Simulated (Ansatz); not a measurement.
```yaml
atoms:
  - { symbol: O, position_ang: [0.0000, 0.0000, -0.6765] }
  - { symbol: O, position_ang: [0.0000, 0.0000, 0.6765] }
```

Basis set: 6-31G (spherical functions). Frozen core: 2 orbitals. Correlation on ROHF uses semicanonical orbitals with singles. Charge 0, multiplicity 3.

Computed with Ansatz (development build ahead of 0.2.0); the reference of a correlated method needn't be the lowest determinant of its kind.

(1) Give the atomization energy at this shape (free ground-state atoms in the same class of orbitals less the molecule, no zero-point energy) of triplet O₂ by UHF-BCCD(T), ROHF-CCSD(T), UHF-CCSD(T).

Answers

(1)

| method | atomization energy |
| --- | --- |
| UHF-BCCD(T) | 2.99 eV |
| ROHF-CCSD(T) | 2.99 eV |
| UHF-CCSD(T) | 2.97 eV |

Caution: the reference determinant was not shown to be the lowest. Caution for ROHF-CCSD(T): an unrestricted determinant lies well below; the amplitudes may be one of several solutions.

This basis has no polarisation functions and is too small for such energies, which can lie far from measured ones in either direction.
